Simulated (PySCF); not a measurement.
HCl$_{3}$OZr, charge -1, doublet, at the geometry of the source list (the multiplicity is a formal guess) (core potentials on Zr), with bond 2-1 at 1.3 times its length; DF-HF/def2-SV(P) (PySCF).

Here is a job for PySCF.
```python
from pyscf import gto, scf

mol = gto.M(
    atom='''
Zr    0.257200   -0.080600   -0.012700
Cl    2.676370    1.282060   -0.987570
Cl    0.947900   -0.886800    1.988100
Cl    0.233500   -1.956500   -1.279100
O    -1.323900    0.824000    0.013400
H    -2.232800    1.132300    0.052700
''',
    basis='def2-sv(p)',
    ecp={'Zr': 'def2-sv(p)'},
    charge=-1,
    spin=1,
    verbose=4,
)

mf = scf.UHF(mol)
mf.init_guess = 'huckel'
mf = mf.density_fit(auxbasis='def2-universal-jkfit')
mf.kernel()
mf.analyze()
```

Task: Predict the main parts of the log of this PySCF run.

Result: 
```
PySCF version 2.14.0

[INPUT] verbose = 4
[INPUT] num. atoms = 6
[INPUT] num. electrons = 73
[INPUT] charge = -1
[INPUT] spin (= nelec alpha-beta = 2S) = 1
[INPUT] symmetry False subgroup None
[INPUT] Mole.unit = angstrom
[INPUT] Symbol           X                Y                Z      unit          X                Y                Z       unit  Magmom
[...]
nuclear repulsion = 350.508722592686
number of shells = 42
number of NR pGTOs = 186
number of NR cGTOs = 94
basis = def2-sv(p)
ecp = {'Zr': 'def2-sv(p)'}

******** <class 'pyscf.df.df_jk.DFUHF'> ********
method = DFUHF
initial guess = huckel
damping factor = 0
level_shift factor = 0
DIIS = <class 'pyscf.scf.diis.CDIIS'>
diis_start_cycle = 1
diis_space = 8
diis_damp = 0
SCF conv_tol = 1e-09
SCF conv_tol_grad = None
SCF max_cycles = 50
direct_scf = False
number electrons alpha = 37  beta = 36
Set gradient conv threshold to 3.16228e-05
Initial guess from on-the-fly Huckel, doi:10.1021/acs.jctc.8b01089.
Spherically averaged atomic HF for {'H', 'Zr', 'O', 'Cl'}

******** <class 'pyscf.scf.atom_hf.AtomSphAverageRHF'> ********
method = AtomSphAverageRHF
initial guess = minao
damping factor = 0
level_shift factor = 0
DIIS = <class 'pyscf.scf.diis.CDIIS'>
diis_start_cycle = 1
diis_space = 8
diis_damp = 0
SCF conv_tol = 1e-09
SCF conv_tol_grad = None
SCF max_cycles = 50
direct_scf = True
direct_scf_tol = 1e-13
atom = Zr
Set gradient conv threshold to 3.16228e-05
Initial guess from minao.
init E= -39.9689531335709
cycle= 1 E= -46.0386955040234  delta_E= -6.07  |g|=    0  |ddm|= 2.34
cycle= 2 E= -46.0756911354635  delta_E= -0.037  |g|=    0  |ddm|= 1.36
cycle= 3 E= -46.0957759413259  delta_E= -0.0201  |g|=    0  |ddm|= 0.515
cycle= 4 E= -46.0977785425085  delta_E= -0.002  |g|=    0  |ddm|= 0.172
cycle= 5 E= -46.0977895320916  delta_E= -1.1e-05  |g|=    0  |ddm|= 0.0392
cycle= 6 E= -46.0977899404539  delta_E= -4.08e-07  |g|=    0  |ddm|= 0.0084
cycle= 7 E= -46.0977899460326  delta_E= -5.58e-09  |g|=    0  |ddm|= 0.00047
cycle= 8 E= -46.0977899460332  delta_E= -5.9e-13  |g|=    0  |ddm|= 1.77e-06
Extra cycle  E= -46.0977899460332  delta_E= -4.26e-14  |g|=    0  |ddm|= 4.21e-07
Atomic HF for atom  Zr  converged. SCF energy = -46.0977899460332

******** <class 'pyscf.scf.atom_hf.AtomSphAverageRHF'> ********
method = AtomSphAverageRHF
initial guess = minao
damping factor = 0
level_shift factor = 0
DIIS = <class 'pyscf.scf.diis.CDIIS'>
diis_start_cycle = 1
diis_space = 8
diis_damp = 0
SCF conv_tol = 1e-09
SCF conv_tol_grad = None
SCF max_cycles = 50
direct_scf = True
direct_scf_tol = 1e-13
atom = Cl
Set gradient conv threshold to 3.16228e-05
Initial guess from minao.
init E= -459.076232193589
cycle= 1 E= -459.117036390558  delta_E= -0.0408  |g|=    0  |ddm|= 0.0448
cycle= 2 E= -459.117046106835  delta_E= -9.72e-06  |g|=    0  |ddm|= 0.0126
cycle= 3 E= -459.117046525591  delta_E= -4.19e-07  |g|=    0  |ddm|= 0.00136
cycle= 4 E= -459.117046534463  delta_E= -8.87e-09  |g|=    0  |ddm|= 0.000457
cycle= 5 E= -459.117046534584  delta_E= -1.21e-10  |g|=    0  |ddm|= 5.89e-05
Extra cycle  E= -459.117046534584  delta_E=    0  |g|=    0  |ddm|= 2.11e-07
Atomic HF for atom  Cl  converged. SCF energy = -459.117046534584

******** <class 'pyscf.scf.atom_hf.AtomSphAverageRHF'> ********
method = AtomSphAverageRHF
initial guess = minao
damping factor = 0
level_shift factor = 0
DIIS = <class 'pyscf.scf.diis.CDIIS'>
diis_start_cycle = 1
diis_space = 8
diis_damp = 0
SCF conv_tol = 1e-09
SCF conv_tol_grad = None
SCF max_cycles = 50
direct_scf = True
direct_scf_tol = 1e-13
atom = O
Set gradient conv threshold to 3.16228e-05
Initial guess from minao.
init E= -74.1788039093236
cycle= 1 E= -74.1948875786556  delta_E= -0.0161  |g|=    0  |ddm|= 0.106
cycle= 2 E= -74.1952027336708  delta_E= -0.000315  |g|=    0  |ddm|= 0.0459
cycle= 3 E= -74.1952618091125  delta_E= -5.91e-05  |g|=    0  |ddm|= 0.0112
cycle= 4 E= -74.1952623833981  delta_E= -5.74e-07  |g|=    0  |ddm|= 0.00215
[...]
converged SCF energy = -1500.23609616094  <S^2> = 0.75345043  2S+1 = 2.0034475
Total Energy =                       -1500.236096160943589
[...]
Nuclear Repulsion Energy =             350.508722592686183
One-electron Energy =                -2802.453573596171736
Two-electron Energy =                  951.708754842542135
Two-electron Coulomb Energy =         1048.896521304601492
DFT Exchange-Correlation Energy =      -97.187766462059358
**** MO energy ****
                             alpha | beta                alpha | beta
[...]
spin_pop of  0 Zr 4s        0.00061
spin_pop of  0 Zr 5s        0.01196
spin_pop of  0 Zr 6s        0.00087
spin_pop of  0 Zr 7s       -0.00062
spin_pop of  0 Zr 8s        0.00029
spin_pop of  0 Zr 4px       0.00053
spin_pop of  0 Zr 4py      -0.00242
spin_pop of  0 Zr 4pz      -0.00132
spin_pop of  0 Zr 5px       0.00384
spin_pop of  0 Zr 5py       0.00238
spin_pop of  0 Zr 5pz       0.00082
spin_pop of  0 Zr 6px       0.00120
spin_pop of  0 Zr 6py       0.00448
spin_pop of  0 Zr 6pz       0.00275
spin_pop of  0 Zr 4dxy      0.13621
spin_pop of  0 Zr 4dyz      0.18034
spin_pop of  0 Zr 4dz^2     0.38507
spin_pop of  0 Zr 4dxz      0.00632
spin_pop of  0 Zr 4dx2-y2    0.09177
spin_pop of  0 Zr 5dxy      0.05312
spin_pop of  0 Zr 5dyz      0.04807
spin_pop of  0 Zr 5dz^2     0.05610
spin_pop of  0 Zr 5dxz      0.00116
spin_pop of  0 Zr 5dx2-y2   -0.00015
spin_pop of  1 Cl 1s        0.00000
spin_pop of  1 Cl 2s       -0.00000
spin_pop of  1 Cl 3s        0.00010
spin_pop of  1 Cl 4s        0.00107
spin_pop of  1 Cl 2px      -0.00000
spin_pop of  1 Cl 2py      -0.00000
spin_pop of  1 Cl 2pz       0.00000
spin_pop of  1 Cl 3px      -0.01097
spin_pop of  1 Cl 3py      -0.00152
spin_pop of  1 Cl 3pz       0.00119
spin_pop of  1 Cl 4px       0.00134
spin_pop of  1 Cl 4py       0.00021
spin_pop of  1 Cl 4pz       0.00268
spin_pop of  1 Cl 3dxy      0.00020
spin_pop of  1 Cl 3dyz      0.00013
spin_pop of  1 Cl 3dz^2     0.00042
spin_pop of  1 Cl 3dxz      0.00055
spin_pop of  1 Cl 3dx2-y2    0.00011
spin_pop of  2 Cl 1s       -0.00000
spin_pop of  2 Cl 2s       -0.00000
spin_pop of  2 Cl 3s        0.00052
spin_pop of  2 Cl 4s        0.00143
spin_pop of  2 Cl 2px       0.00000
spin_pop of  2 Cl 2py      -0.00000
spin_pop of  2 Cl 2pz      -0.00000
spin_pop of  2 Cl 3px       0.00975
spin_pop of  2 Cl 3py      -0.00386
spin_pop of  2 Cl 3pz      -0.00048
spin_pop of  2 Cl 4px       0.00295
spin_pop of  2 Cl 4py       0.00083
spin_pop of  2 Cl 4pz       0.00162
spin_pop of  2 Cl 3dxy      0.00035
spin_pop of  2 Cl 3dyz      0.00028
spin_pop of  2 Cl 3dz^2     0.00012
spin_pop of  2 Cl 3dxz      0.00104
spin_pop of  2 Cl 3dx2-y2    0.00088
spin_pop of  3 Cl 1s       -0.00000
spin_pop of  3 Cl 2s       -0.00000
spin_pop of  3 Cl 3s       -0.00001
spin_pop of  3 Cl 4s        0.00023
spin_pop of  3 Cl 2px       0.00000
spin_pop of  3 Cl 2py      -0.00000
spin_pop of  3 Cl 2pz       0.00000
spin_pop of  3 Cl 3px       0.00757
spin_pop of  3 Cl 3py      -0.00447
spin_pop of  3 Cl 3pz       0.00478
spin_pop of  3 Cl 4px       0.00017
spin_pop of  3 Cl 4py       0.00111
spin_pop of  3 Cl 4pz       0.00022
spin_pop of  3 Cl 3dxy      0.00107
spin_pop of  3 Cl 3dyz      0.00040
spin_pop of  3 Cl 3dz^2     0.00008
spin_pop of  3 Cl 3dxz     -0.00003
spin_pop of  3 Cl 3dx2-y2    0.00027
spin_pop of  4 O 1s       -0.00000
spin_pop of  4 O 2s       -0.00142
spin_pop of  4 O 3s        0.00089
spin_pop of  4 O 2px      -0.00195
spin_pop of  4 O 2py      -0.00418
spin_pop of  4 O 2pz      -0.00080
spin_pop of  4 O 3px       0.00027
spin_pop of  4 O 3py       0.00065
spin_pop of  4 O 3pz       0.00039
spin_pop of  4 O 3dxy      0.00001
spin_pop of  4 O 3dyz      0.00018
spin_pop of  4 O 3dz^2     0.00001
spin_pop of  4 O 3dxz      0.00000
spin_pop of  4 O 3dx2-y2    0.00004
spin_pop of  5 H 1s       -0.00037
spin_pop of  5 H 2s        0.00057
In total            37.00000 | 36.00000

WARN: System has nonzero charge -1; the dipole moment is origin-dependent.
Location of origin: [0. 0. 0.]

Dipole moment(X, Y, Z, Debye): -9.78813,  1.10269,  1.52018
```
